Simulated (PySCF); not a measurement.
CH6F2Si3, SMILES [SiH2]1[Si@@H](C[Si@@H]1F)F.

Coordinates come from a PBE0-D3(BJ)/def2-SVP optimisation. The structure was generated by enumeration; whether it is a known compound was not checked.

Calculation: PySCF with PBE/def2-TZVP.

Symmetry labels are those of the subgroup Cs that the program uses (full group Cs).

Computed valence orbital energies around the gap with their symmetry:
```csv
orbital,symmetry,energy (eV)
HOMO−7,A",-10.25
HOMO−6,A",-9.99
HOMO−5,A',-9.80
HOMO−4,A',-9.02
HOMO−3,A',-8.80
HOMO−2,A",-7.41
HOMO−1,A',-7.18
HOMO,A",-6.43
LUMO,A',-2.11
LUMO+1,A',-0.97
LUMO+2,A",-0.87
LUMO+3,A",-0.49
```
